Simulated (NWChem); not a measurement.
Species: TaSCl2F; SMILES [F][Ta](=[S])([Cl])[Cl]

def2 effective core potentials on Ta; no spin-orbit coupling.

Give the equilibrium geometry at PBE0/def2-SVP with def2 effective core potentials on Ta (NWChem) as a Z-matrix, with the point group.

point group Cs; any orientation.
```
Ta
F 1 1.8630
S 1 2.1429 2 107.47
Cl 1 2.2867 2 111.16 3 117.62
Cl 1 2.2867 2 111.16 3 -117.62
```
